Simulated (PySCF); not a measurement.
C₄H₁₁NSi, SMILES C[SiH2]N=C(C)C. Atoms are numbered in the order given.

```xyz
17

C      2.8476    -0.2253    -0.5370
Si     1.1780    -0.7792     0.1086
N     -0.0013     0.4716    -0.2330
C     -1.2434     0.4921     0.0432
C     -1.9721    -0.6328     0.7639
C     -2.0881     1.6822    -0.3453
H      2.7996    -0.0465    -1.6230
H      3.6224    -0.9847    -0.3433
H      3.1540     0.7155    -0.0524
H      0.7809    -2.0675    -0.5488
H      1.2630    -1.0324     1.5847
H     -1.5194    -0.7967     1.7560
H     -3.0446    -0.4331     0.8997
H     -1.8602    -1.5741     0.2006
H     -2.9133     1.3672    -1.0078
H     -2.5574     2.1282     0.5491
H     -1.4720     2.4344    -0.8538
```

Geometry: B3LYP-D3(BJ)/def2-SVP. A frequency run showed that this geometry is not a minimum. The structure was generated by enumeration, and PubChem lists no compound with its InChIKey, so it may never have been made. Other conformers were not sampled.

Computed with M06-2X/def2-TZVP run with PySCF.

ESP charges are fitted to the potential on shells at 1.4 to 2.0 van der Waals radii. Atomic charges (e):

| atom | ESP fit | Löwdin |
|---|---|---|
| C1 | -0.83 | … |
| Si2 | 0.84 | 0.21 |
| N3 | -0.76 | … |
| C4 | 0.83 | -0.31 |
| C5 | -0.72 | … |
| C6 | -0.70 | … |
| H7 | 0.22 | … |
| H8 | 0.19 | … |
| H9 | 0.22 | … |
| H10 | -0.18 | -0.04 |
| H11 | -0.18 | -0.04 |
| H12 | 0.18 | 0.14 |
| H13 | 0.19 | 0.13 |
| H14 | 0.17 | 0.14 |
| H15 | 0.17 | 0.13 |
| H16 | 0.18 | 0.13 |
| H17 | 0.18 | 0.13 |

Q: Some entries are withheld; supply them. (Estimate from the structure and the level; the computed values follow.)

A: 
- C1, Löwdin: -0.47
- N3, Löwdin: 0.00
- C5, Löwdin: -0.28
- C6, Löwdin: -0.27
- H7, Löwdin: 0.13
- H8, Löwdin: 0.13
- H9, Löwdin: 0.13

Q: Give the Mayer and Wiberg (Löwdin basis) orders of the bonds. (Estimate from the structure and the level; the computed values follow.)

A: 
```csv
bond,Mayer,Wiberg
C1–Si2,0.99,1.23
Si2–N3,1.07,1.30
N3–C4,1.99,2.22
C4–C5,0.91,1.22
C4–C6,0.92,1.25
C1–H7,0.94,0.90
C1–H8,0.95,0.91
C1–H9,0.94,0.90
Si2–H10,0.95,0.92
Si2–H11,0.95,0.92
C5–H12,0.96,0.89
C5–H13,0.96,0.90
C5–H14,0.96,0.89
C6–H15,0.95,0.89
C6–H16,0.96,0.89
C6–H17,0.98,0.90
```
